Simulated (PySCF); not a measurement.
I4Sn, singlet, at a GFN2-xTB geometry (such geometries of metal compounds can be far from the true shape) (all electrons, no relativity); PBE/STO-3G (PySCF).

Here is a job for PySCF.
```python
from pyscf import gto, scf, dft

mol = gto.M(
    atom='''
I    -1.651702   -0.644434   -2.090480
Sn    0.000000   -0.000000   -0.000000
I     0.584527    2.676556   -0.088889
I     2.319478   -1.448511   -0.188047
I    -1.252303   -0.583610    2.367416
''',
    basis='sto-3g',
    charge=0,
    spin=0,
    verbose=4,
)

mf = dft.RKS(mol)
mf.xc = 'pbe'
mf.kernel()
mf.analyze()
```

Question: Write the output that PySCF gives for this input, abridged.

Answer: 
```
PySCF version 2.14.0

[INPUT] verbose = 4
[INPUT] num. atoms = 5
[INPUT] num. electrons = 262
[INPUT] charge = 0
[INPUT] spin (= nelec alpha-beta = 2S) = 0
[INPUT] symmetry False subgroup None
[INPUT] Mole.unit = angstrom
[INPUT] Symbol           X                Y                Z      unit          X                Y                Z       unit  Magmom
[...]
nuclear repulsion = 4038.87305982306
number of shells = 55
number of NR pGTOs = 405
number of NR cGTOs = 135
basis = sto-3g
ecp = {}

******** <class 'pyscf.dft.rks.RKS'> ********
method = RKS
initial guess = minao
damping factor = 0
level_shift factor = 0
DIIS = <class 'pyscf.scf.diis.CDIIS'>
diis_start_cycle = 1
diis_space = 8
diis_damp = 0
SCF conv_tol = 1e-09
SCF conv_tol_grad = None
SCF max_cycles = 50
direct_scf = True
direct_scf_tol = 1e-13
XC library pyscf.dft.libxc version 7.1.2
    S. Lehtola, C. Steigemann, M. J. T. Oliveira, and M. A. L. Marques,  SoftwareX 7, 1–5 (2018)
XC functionals = pbe
    J. P. Perdew, K. Burke, and M. Ernzerhof,  Phys. Rev. Lett. 77, 3865 (1996)
    J. P. Perdew, K. Burke, and M. Ernzerhof,  Phys. Rev. Lett. 78, 1396 (1997)
    J. P. Perdew, K. Burke, and M. Ernzerhof,  Phys. Rev. Lett. 77, 3865 (1996)
    J. P. Perdew, K. Burke, and M. Ernzerhof,  Phys. Rev. Lett. 78, 1396 (1997)
radial grids:
    Treutler-Ahlrichs [JCP 102, 346 (1995); DOI:10.1063/1.469408] (M4) radial grids

becke partition: Becke, JCP 88, 2547 (1988); DOI:10.1063/1.454033
pruning grids: <function nwchem_prune>
grids dens level: 3
symmetrized grids: False
atomic radii adjust function: <function treutler_atomic_radii_adjust>
small_rho_cutoff = 0
Set gradient conv threshold to 3.16228e-05
Initial guess from minao.
tot grids = 109792
init E= -33271.0305873421
[...]
cycle= 1 E= -33373.646191254  delta_E= -103  |g|= 0.522  |ddm|=  3.8
[...]
cycle= 2 E= -33373.6185645639  delta_E= 0.0276  |g|= 0.47  |ddm|= 2.85
[...]
cycle= 3 E= -33373.7789386685  delta_E= -0.16  |g|= 0.0847  |ddm|= 1.73
[...]
cycle= 4 E= -33373.7833413931  delta_E= -0.0044  |g|= 0.00586  |ddm|= 0.208
[...]
cycle= 5 E= -33373.783365799  delta_E= -2.44e-05  |g|= 0.000237  |ddm|= 0.0216
[...]
cycle= 6 E= -33373.7833658456  delta_E= -4.66e-08  |g|= 3.95e-05  |ddm|= 0.00113
[...]
cycle= 7 E= -33373.7833658467  delta_E= -1.09e-09  |g|= 6.66e-07  |ddm|= 0.000126
[...]
cycle= 8 E= -33373.7833658466  delta_E= 2.91e-11  |g|= 2.64e-07  |ddm|= 4.67e-06
[...]
Extra cycle  E= -33373.7833658466  delta_E= 2.18e-11  |g|= 2.74e-07  |ddm|= 2.71e-06
converged SCF energy = -33373.7833658466
**** SCF Summaries ****
Total Energy =                      -33373.783365846618835
Nuclear Repulsion Energy =            4038.873059823062704
One-electron Energy =               -54079.971549512323691
Two-electron Energy =                16667.315123842643516
Two-electron Coulomb Energy =        17531.837270622236247
DFT Exchange-Correlation Energy =     -864.522146779591026
HOMO-LUMO gap [eV] =                     3.675764813825165
**** MO energy ****
[...]
 ** Mulliken pop on meta-lowdin orthogonal AOs  **
 ** Mulliken pop  **
 ** Mulliken atomic charges  **
charge of    0I =     -0.10935
charge of    1Sn =      0.43741
charge of    2I =     -0.10935
charge of    3I =     -0.10935
charge of    4I =     -0.10935
Dipole moment(X, Y, Z, Debye):  0.00001, -0.00002,  0.00001
```
